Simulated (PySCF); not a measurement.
RbCl, SMILES [Cl][Rb].

Geometry optimised at B3LYP-D3(BJ)/def2-TZVPD. The def2 effective core potentials stand for the cores of Rb; spin–orbit coupling is left out.

Two levels are set side by side: TDDFT-PBE/def2-TZVPD (PySCF) and TDDFT-ωB97X/def2-TZVPD (PySCF). Vertical, same geometry. The lowest singlet is HOMO−1→LUMO 100 % with PBE and HOMO−1→LUMO 64 %, HOMO−1→LUMO+8 19 %, HOMO−1→LUMO+3 13 % with the other functional; states are paired by order. Differences are taken from unrounded values.

| quantity | TDDFT-PBE |
|---|---|
| lowest singlet excitation (eV) | 2.74 |
| lowest triplet excitation (TDA) (eV) | 2.70 |
| first bright state (f over 0.05) (eV) | 3.08 |
| its oscillator strength | 0.10 |

### Question
These are the TDDFT-PBE values. What does TDDFT-ωB97X give? (An estimate is asked for; the answer gives what the named calculation found.)

### Answer

| quantity | TDDFT-ωB97X | TDDFT-PBE minus TDDFT-ωB97X |
|---|---|---|
| lowest singlet excitation (eV) | 4.96 | -2.22 |
| lowest triplet excitation (TDA) (eV) | 4.95 | -2.25 |
| first bright state (f over 0.05) (eV) | 5.18 | -2.11 |
| its oscillator strength | 0.07 | 0.02 |

Functionals without exact exchange tend to place singlet excitations lower, as here. Differences between two approximate levels are no errors against the true value.

Rough cost on one machine, each run with all the roots and properties that it gave: TDDFT-ωB97X against TDDFT-PBE about 3 times.
